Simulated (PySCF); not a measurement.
Species: C5H11OS (doublet state).
Z-matrix (Å and degrees, GFN2-xTB geometry), rows numbered from 1:
```
C 
C   1  1.5165
S   2  1.8272  1  113.47
C   3  1.8063  2  102.60  1   -60.26
C   4  1.5248  3  113.83  2   -69.15
C   5  1.5450  4  106.77  3   164.08
O   6  1.3192  5  114.04  4   -57.11
H   1  1.0881  2  109.36  3  -170.12
H   1  1.0875  2  111.33  3    70.59
H   1  1.0877  2  110.49  3   -50.72
H   2  1.0897  1  111.21  3   116.34
H   2  1.0899  1  111.41  3  -122.09
H   4  1.0897  3  105.20  2   169.00
H   4  1.0925  3  109.14  2    51.96
H   5  1.0903  4  111.61  3   -74.14
H   5  1.0910  4  109.77  3    46.86
H   6  1.1147  5  107.04  4  -178.19
H   6  1.1153  5  110.18  4    69.75
```

Identity: `CCSCCC[O]` [radical].

Computed with UKS B3LYP, pcH-1 on C H O S, non-relativistic, mean-field spin-orbit, GIAO in PySCF 2.14.0. The structure is a single GFN2-xTB conformer in the gas phase; no vibrational or solvent corrections. The geometry wasn't refined by DFT: couplings that depend on bond lengths, twists or pyramidal angles can differ widely from those at the functional's own minimum.

Output of the driver script. The program numbers atoms from 0.

```
UKS, coarse grid
  cycle   1  E = -670.15879735  |g| = 7.92e-01
  cycle   2  E = -658.44843352  |g| = 2.80e+00
  cycle   3  E = -670.30226435  |g| = 4.60e-01
  cycle   4  E = -670.46229307  |g| = 3.25e-01
  cycle   5  E = -670.49413650  |g| = 2.46e-01
  cycle   6  E = -670.50769170  |g| = 1.77e-01
  cycle   7  E = -670.51755722  |g| = 1.27e-01
  cycle   8  E = -670.52527476  |g| = 2.14e-02
  cycle   9  E = -670.52558694  |g| = 5.46e-03
  cycle  10  E = -670.52561400  |g| = 2.58e-03
  cycle  11  E = -670.52561841  |g| = 1.31e-03
  cycle  12  E = -670.52562052  |g| = 5.43e-04
UKS, final grid
  cycle   1  E = -670.52561653  |g| = 8.67e-04
  cycle   2  E = -670.52561575  |g| = 1.64e-03
  cycle   3  E = -670.52561687  |g| = 8.68e-05
  cycle   4  E = -670.52561687  |g| = 3.18e-05
  cycle   5  E = -670.52561687  |g| = 1.33e-05
E = -670.52561687 Eh   <S^2> = 0.7540 (exact 0.7500)
g shifts (ppm)      1          2          3
  rmc          -276       -276       -276
  gc             -9         46         42
  oz_so         750       7361      56991
  total         466       7131      56757
hyperfine (MHz)  atom isotope    a_iso     a_fc   dipolar eigenvalues
    0   13C       1.03       1.03     -0.32      0.00      0.32
    1   13C      -0.49      -0.49     -0.25     -0.08      0.33
    2   33S       1.73       1.73     -3.70     -3.53      7.22
    3   13C      -2.50      -2.50     -2.67     -0.74      3.41
    4   13C      -2.59      -2.59     -3.27     -2.17      5.44
    5   13C     -43.08     -43.08     -7.27      2.73      4.54
    6   17O     -48.55     -48.55   -248.77    123.83    124.95
    7    1H       0.39       0.39     -0.63     -0.52      1.15
    8    1H      -0.08      -0.08     -1.98     -1.67      3.65
    9    1H      -0.08      -0.08     -0.73     -0.48      1.21
   10    1H       0.13       0.13     -0.54     -0.36      0.90
   11    1H       2.62       2.62     -1.03     -0.56      1.59
   12    1H      -0.49      -0.49     -2.06     -1.39      3.45
   13    1H       7.95       7.95     -6.64     -3.82     10.46
   14    1H      -2.66      -2.66     -3.02     -1.48      4.49
   15    1H      -0.99      -0.99     -3.28     -2.93      6.22
   16    1H     314.25     314.25     -8.23     -3.93     12.16
   17    1H     111.19     111.19     -7.34     -4.01     11.35
```

Task: The SCF converged. Which of these numbers needs a check, and why?

Result: The largest g shift is +0.057, past the limit of 0.03 at which the run flags a species of elements up to argon. The orbital-Zeeman/spin–orbit term is second order, a sum of spin–orbit matrix elements over excitation energies, so it grows and becomes less reliable as an excited state comes close; a shift of this size calls for a check with another method. The contact and dipolar couplings don't rest on that expansion, but they belong to the state that the SCF found, and a close-lying state with the spin in another orbital would have other couplings; no stability test was run. The run left out the spin–orbit part of the hyperfine coupling.

Task: Where is the spin in this solution (atoms counted from 1)?

Result: The Mulliken spin populations are largest on O7 (+0.82), H17 (+0.14) and C6 (-0.07). O7 is the only atom above +0.15. The unrestricted determinant has ⟨S²⟩ = 0.7540 (exact 0.7500), so spin contamination is small. 

Task: Average a_iso over equivalent nuclei, turn it into first-order splittings with g = 2.0023, and give the multiplets for abundant isotopes (0.05 mT or more).

Result: 
| nuclei (from 1) | isotope | I | position | a_iso (MHz) | \|a\| (mT) | splits into |
| --- | --- | --- | --- | --- | --- | --- |
| H17/H18 | 1H | 1/2 | 2 bonds from O7 | 212.7 | 7.59 | 1:2:1 triplet |
| H13/H14 | 1H | 1/2 | 4 bonds from O7 | 3.7 | 0.13 | 1:2:1 triplet |
| H15/H16 | 1H | 1/2 | 3 bonds from O7 | -1.8 | 0.07 | 1:2:1 triplet |

Class means assume fast exchange of nuclei equivalent by connectivity; if that motion is slow, each nucleus keeps its own coupling. The 1H value of +212.7 MHz is a mean of couplings from 111.2 to 314.3 MHz in this one geometry, not an average over conformers. The 1H value of +3.7 MHz is a mean of couplings from -0.5 to 8.0 MHz in this one geometry, not an average over conformers.
